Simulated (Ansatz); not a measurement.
Born–Oppenheimer molecular dynamics of Cl$_{2}$FGeH (5 atoms, charge 0, multiplicity 1). It starts from a relaxed structure.

Theory: RKS B3LYP/def2-SVP (Ansatz 0.2.0).

| Item | Value |
| --- | --- |
| ensemble | NVE (velocity Verlet) |
| time step | 0.5 fs |
| steps asked | 150 |
| starting velocities drawn for | 1500 K |
| seed | 796604 |

First frame:

```xyz
5
Properties=species:S:1:pos:R:3
Ge -0.051 0.000 0.028
H 0.003 0.000 1.555
F 1.568 0.000 -0.587
Cl -1.013 1.757 -0.742
Cl -1.013 -1.757 -0.742
```

Task: How far do the bonds stretch over the last three quarters of this one trajectory? (Pairs bonded in most of those frames.)

Result: 
```
   bond  mean (Å)  spread (Å)  shortest  longest
 Ge1–H2     1.534       0.026      1.50     1.57
 Ge1–F3     1.745       0.038      1.68     1.80
Ge1–Cl4     2.181       0.106      2.04     2.31
Ge1–Cl5     2.150       0.076      2.06     2.26
```

Mean temperature of the second half: 586 K. The conserved energy stayed within 0.059 meV per atom of its start (net change 0.017 meV per atom), so the integration is sound. A run of 0.075 ps of so small a system gives no equilibrium averages.

Run time: 8.9 min on 1 thread of Arm Neoverse V1 (shared host), peak memory 0.18 GiB.
